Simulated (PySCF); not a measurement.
Job file and geometry (Å, from GFN2-xTB) of an NMR shielding run on `[Si@@H]([SiH2]C)([SiH2]P)[SiH2]C=O`, C2H13OPSi4, GIAO PBE0/pcSseg-1 NMR shielding, non-relativistic, gas phase in PySCF 2.14.0, density-fitted response routines; density fitting, a coarse starting grid and PySCF grid level 2 are the driver's defaults:

```
$ OMP_NUM_THREADS=1 python probes_run.py task.json out

{"job": {"kind": "nmr", "xc": "PBE0", "basis": "pcSseg-1"}, "charge": 0, "multiplicity": 1}
C      0.464257    -2.630572     2.363724
Si     1.384174    -1.101251     1.711053
Si    -0.198383     0.471099     0.996287
Si    -1.653000    -0.403595    -0.620551
P     -2.013727     1.182247    -2.167393
Si     0.787471     2.414572     0.172088
C      1.121806     1.772435    -1.602553
O      0.762356     0.663479    -1.935473
H     -0.176309    -2.367955     3.200421
H      1.146531    -3.404281     2.702639
H     -0.167348    -3.061044     1.591638
H      2.258333    -0.608971     2.787156
H      2.291338    -1.535483     0.640783
H     -0.992748     0.868430     2.186688
H     -2.982286    -0.760898    -0.091031
H     -1.162170    -1.631329    -1.257453
H     -3.277724     0.750698    -2.520418
H     -1.432758     0.503255    -3.211189
H      2.117245     2.818322     0.652353
H      0.065454     3.675929    -0.025880
H      1.648568     2.401855    -2.345333
```

Task: Write the output of this run.

Result: 
```
coarse grid: 19440 points
cycle   1  E = -1657.5220417447  dE =  3.848e-01  |g| = 7.427e-01  |ddm| = 4.092e+00
cycle   2  E = -1657.1337869439  dE =  3.883e-01  |g| = 1.566e+00  |ddm| = 2.152e+00
cycle   3  E = -1657.6322908877  dE = -4.985e-01  |g| = 1.534e-01  |ddm| = 1.720e+00
cycle   4  E = -1657.6369424091  dE = -4.652e-03  |g| = 6.518e-02  |ddm| = 1.839e-01
cycle   5  E = -1657.6380028189  dE = -1.060e-03  |g| = 8.517e-03  |ddm| = 6.351e-02
cycle   6  E = -1657.6380197288  dE = -1.691e-05  |g| = 3.132e-03  |ddm| = 1.390e-02
cycle   7  E = -1657.6380222414  dE = -2.513e-06  |g| = 8.171e-04  |ddm| = 5.219e-03
final grid: 163096 points
cycle   8  E = -1657.6919035056  dE = -1.211e-05  |g| = 1.125e-02  |ddm| = 2.837e-02
cycle   9  E = -1657.6918382259  dE =  6.528e-05  |g| = 2.174e-02  |ddm| = 2.072e-02
cycle  10  E = -1657.6919266503  dE = -8.842e-05  |g| = 2.163e-03  |ddm| = 1.515e-02
cycle  11  E = -1657.6919277093  dE = -1.059e-06  |g| = 2.575e-04  |ddm| = 2.234e-03
cycle  12  E = -1657.6919277265  dE = -1.724e-08  |g| = 5.625e-05  |ddm| = 3.652e-04
cycle  13  E = -1657.6919277274  dE = -8.977e-10  |g| = 1.659e-05  |ddm| = 1.138e-04
converged SCF energy = -1657.6919277274

GIAO shielding tensors (ppm)
atom      isotropic    diamagn.    paramagn.     s11        s22        s33       span
  0 C      194.070     252.911     -58.841    188.571    194.170    199.469     10.897
  1 Si     419.136     880.955    -461.819    393.481    407.437    456.490     63.009
  2 Si     484.488     882.911    -398.422    459.177    483.180    511.107     51.930
  3 Si     432.804     881.028    -448.224    404.851    428.482    465.079     60.228
  4 P      619.511     967.910    -348.399    554.430    593.209    710.893    156.463
  5 Si     413.179     882.194    -469.015    353.292    401.754    484.491    131.200
  6 C      -70.756     254.590    -325.346   -227.396    -91.056    106.185    333.580
  7 O     -551.998     407.492    -959.490  -1509.648   -528.784    382.437   1892.085
  8 H       31.601      30.028       1.573     26.913     29.564     38.326     11.413
  9 H       31.263      27.323       3.940     25.999     27.584     40.207     14.209
 10 H       31.504      32.175      -0.670     25.965     30.714     37.834     11.869
 11 H       27.683      29.838      -2.155     23.335     26.200     33.514     10.179
 12 H       27.797      30.446      -2.649     24.327     26.566     32.498      8.171
 13 H       28.601      31.022      -2.420     25.312     25.868     34.624      9.312
 14 H       27.398      30.549      -3.151     22.833     26.191     33.169     10.336
 15 H       26.879      30.800      -3.921     21.890     26.536     32.209     10.319
 16 H       30.582      29.804       0.778     24.319     26.739     40.689     16.369
 17 H       30.635      30.935      -0.300     24.951     28.844     38.111     13.159
 18 H       27.429      30.260      -2.831     23.672     26.010     32.606      8.934
 19 H       26.994      29.871      -2.877     23.576     25.399     32.006      8.431
 20 H       19.309      27.668      -8.359     13.869     20.386     23.671      9.802
```

Task: Turn these shieldings into chemical shifts. Scale: 13C (σ = 186.93 ppm) and 29Si (σ = 349.16 ppm) and 1H (σ = 31.72 ppm) vs TMS; H3PO4 for 31P (σ = 318.38 ppm); H2O for 17O (σ = 336.08 ppm) (reference shieldings calculated alike).

Result: Averaging equivalent atoms: C 6: 257.7; C 0: -7.1; Si 5: -64.0; Si 1: -70.0; Si 3: -83.6; Si 2: -135.3; P 4: -301.1; O 7: 888.1; H 20: 12.41; H 15: 4.84; H 19: 4.72; H 14: 4.32; H 18: 4.29; H 11: 4.03; H 12: 3.92; H 13: 3.12; H 16/17: 1.11; H 8/9/10: 0.26 ppm. Unscaled 17O shifts of doubly bonded oxygen tend to come out too high, by tens of ppm or more. Experimental scales use liquid or dissolved standards, which lie at an offset from isolated H2O (liquid H2O: subtract about 36 ppm) and H3PO4.

Size and cost of the density-fitted run: 236 basis functions, 57 s wall time on 1 thread of an Arm Neoverse V2, shared host; peak memory 1.1 GiB.
